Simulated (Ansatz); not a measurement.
GaH₃NO, SMILES `[NH2][Ga][OH]` radical at its PBE0-D4/def2-TZVP geometry, where that method's forces vanish. Total charge 0; spin multiplicity 2.

```csv
atom,x (Å),y (Å),z (Å)
N1,0.690,0.061,-0.908
Ga2,0.351,0.639,0.822
O3,-1.218,0.156,1.568
H4,1.613,0.229,-1.281
H5,0.406,-0.885,-1.131
H6,-1.842,-0.201,0.929
```

(1) For each bond, give half the difference of the two atoms' forces along it (eV/Å; positive pushes the atoms apart) under PBE-D4, r2SCAN-D4, B3LYP-D4, ωB97M-V in def2-TZVPP. (Estimate.)

Results:

(1) Ansatz gave: 
```tsv
bond	length (Å)	PBE-D4	r2SCAN-D4	B3LYP-D4	ωB97M-V
N1–Ga2	1.856	0.13	0.00	0.24	0.02
N1–H4	1.010	0.20	0.03	-0.06	-0.04
N1–H5	1.013	0.23	0.03	-0.04	-0.04
Ga2–O3	1.803	0.32	0.02	0.22	0.07
O3–H6	0.962	0.41	0.05	-0.01	-0.07
```

B3LYP here is the variant with VWN-RPA as its local correlation; programs differ in this.
